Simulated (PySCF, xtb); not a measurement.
CH4AlFS, SMILES [AlH]([S]C)[F]. The values are those of a single conformer.

Harmonic wavenumbers (cm⁻¹) from GFN2-xTB run with xtb at its own minimum, in rising order: 79, 133, 151, 193, 416, 487, 610, 705, 812, 942, 947, 1315, 1434, 1451, 1888, 2951, 3041, 3051.

Question: What does B3LYP-D3(BJ)/def2-SVP (PySCF) give at its own minimum? (An estimate is asked for; the answer gives what the named calculation found.)

Answer: 69, 104, 142, 229, 477, 509, 665, 693, 869, 963, 975, 1340, 1451, 1462, 1982, 3046, 3147, 3159. Paired by order, the mean absolute difference is 44 cm⁻¹ and the zero-point energies are 29.5 and 30.4 kcal/mol.
